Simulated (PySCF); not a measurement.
Al(OH)(OMe)(SeH) (CH₅AlO₂Se), SMILES C[O][Al]([OH])[SeH].

The structure is a stationary point at r2SCAN-D4/def2-SVP. The values are those of a single conformer.

Calculation: TDA-PBE/def2-SVPD (PySCF).

Vertical excitations. Gas-phase values at a fixed geometry.

Computed excitation energies, oscillator strengths and character:
```json
[
 {"state": "S1", "energy (eV)": "4.52", "λ (nm)": "275", "f": "0.026", "main pairs": "HOMO→LUMO 100 %"},
 {"state": "S2", "energy (eV)": "5.37", "λ (nm)": "231", "f": "0.005", "main pairs": "HOMO−2→LUMO 99 %"},
 {"state": "S3", "energy (eV)": "5.39", "λ (nm)": "230", "f": "0.009", "main pairs": "HOMO−1→LUMO 98 %"},
 {"state": "S4", "energy (eV)": "5.52", "λ (nm)": "225", "f": "0.009", "main pairs": "HOMO→LUMO+1 98 %"},
 {"state": "S5", "energy (eV)": "5.86", "λ (nm)": "212", "f": "0.031", "main pairs": "HOMO→LUMO+2 78 %, HOMO−3→LUMO 20 %"},
 {"state": "S6", "energy (eV)": "5.94", "λ (nm)": "209", "f": "0.009", "main pairs": "HOMO→LUMO+3 99 %"},
 {"state": "S7", "energy (eV)": "6.21", "λ (nm)": "200", "f": "0.003", "main pairs": "HOMO−1→LUMO+1 93 %"},
 {"state": "S8", "energy (eV)": "6.22", "λ (nm)": "199", "f": "0.000", "main pairs": "HOMO−2→LUMO+1 98 %"},
 {"state": "S9", "energy (eV)": "6.38", "λ (nm)": "194", "f": "0.001", "main pairs": "HOMO→LUMO+4 53 %, HOMO−1→LUMO+2 46 %"},
 {"state": "S10", "energy (eV)": "6.40", "λ (nm)": "194", "f": "0.000", "main pairs": "HOMO−1→LUMO+2 50 %, HOMO→LUMO+4 46 %"},
 {"state": "T1", "energy (eV)": "4.32", "λ (nm)": "287", "f": "0", "main pairs": "HOMO→LUMO 99 %"},
 {"state": "T2", "energy (eV)": "5.09", "λ (nm)": "244", "f": "0", "main pairs": "HOMO→LUMO+1 98 %"},
 {"state": "T3", "energy (eV)": "5.18", "λ (nm)": "240", "f": "0", "main pairs": "HOMO−2→LUMO 97 %"},
 {"state": "T4", "energy (eV)": "5.18", "λ (nm)": "239", "f": "0", "main pairs": "HOMO−1→LUMO 87 %"}
]
```
Triplets are in the Tamm–Dancoff approximation.
